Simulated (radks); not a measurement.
The indium ion In25+, 24 electrons, occupied as [Ar] 3d5.5 4f0.5 (fractional occupations, a model configuration). Calculated with a radial shooting solver on a logarithmic mesh with Libxc functionals: Dirac Kohn-Sham, PBE, spin-unpolarised, spherical densities, finite nucleus; open shells are shared between the two j in proportion to 2j + 1; Fermi nuclear charge, rms radius 4.6156 fm.

Unscreened Slater integrals over Kohn-Sham orbitals (hartree). Large and small components are both included. Empty in this configuration: 4s1/2.

| integral | value |
|---|---|
| F0(4f7/2,4f7/2) | 1.4170 |
| F2(4f7/2,4f7/2) | 0.77210 |
| F4(4f7/2,4f7/2) | 0.50989 |
| F6(4f7/2,4f7/2) | 0.37517 |
| F0(4f7/2,4f5/2) | 1.4186 |
| F2(4f7/2,4f5/2) | 0.77260 |
| F4(4f7/2,4f5/2) | 0.51014 |
| G2(4f7/2,4f5/2) | 0.77070 |
| G4(4f7/2,4f5/2) | 0.50894 |
| G6(4f7/2,4f5/2) | 0.37445 |
| F0(4f7/2,3d5/2) | 1.7390 |
| F2(4f7/2,3d5/2) | 0.58933 |
| F4(4f7/2,3d5/2) | 0.31846 |
| G1(4f7/2,3d5/2) | 0.53069 |
| G3(4f7/2,3d5/2) | 0.31609 |
| G5(4f7/2,3d5/2) | 0.21981 |
| F0(4f7/2,3d3/2) | 1.7405 |
| F2(4f7/2,3d3/2) | 0.58323 |
| G3(4f7/2,3d3/2) | 0.30978 |
| G5(4f7/2,3d3/2) | 0.21540 |
| F0(4f7/2,4s1/2) | 1.3641 |
| G3(4f7/2,4s1/2) | 0.47222 |
| F0(4f5/2,4f5/2) | 1.4201 |
| F2(4f5/2,4f5/2) | 0.77311 |
| F4(4f5/2,4f5/2) | 0.51039 |
| F0(4f5/2,3d5/2) | 1.7430 |
| F2(4f5/2,3d5/2) | 0.59246 |
| F4(4f5/2,3d5/2) | 0.32063 |
| G1(4f5/2,3d5/2) | 0.53146 |
| G3(4f5/2,3d5/2) | 0.31652 |
| G5(4f5/2,3d5/2) | 0.22010 |
| F0(4f5/2,3d3/2) | 1.7445 |
| F2(4f5/2,3d3/2) | 0.58636 |
| G1(4f5/2,3d3/2) | 0.52560 |
| G3(4f5/2,3d3/2) | 0.31275 |
| F0(4f5/2,4s1/2) | 1.3654 |
| G3(4f5/2,4s1/2) | 0.47152 |
| F0(3d5/2,3d5/2) | 3.0555 |
| F2(3d5/2,3d5/2) | 1.5577 |
| F4(3d5/2,3d5/2) | 1.0023 |
| F0(3d5/2,3d3/2) | 3.0702 |
| F2(3d5/2,3d3/2) | 1.5627 |
| G2(3d5/2,3d3/2) | 1.5522 |
| G4(3d5/2,3d3/2) | 0.99857 |
| F0(3d5/2,4s1/2) | 1.6794 |
| G2(3d5/2,4s1/2) | 0.15834 |
| F0(3d3/2,3d3/2) | 3.0852 |
| F2(3d3/2,3d3/2) | 1.5680 |
| F0(3d3/2,4s1/2) | 1.6823 |
| G2(3d3/2,4s1/2) | 0.15753 |
| F0(4s1/2,4s1/2) | 1.3373 |
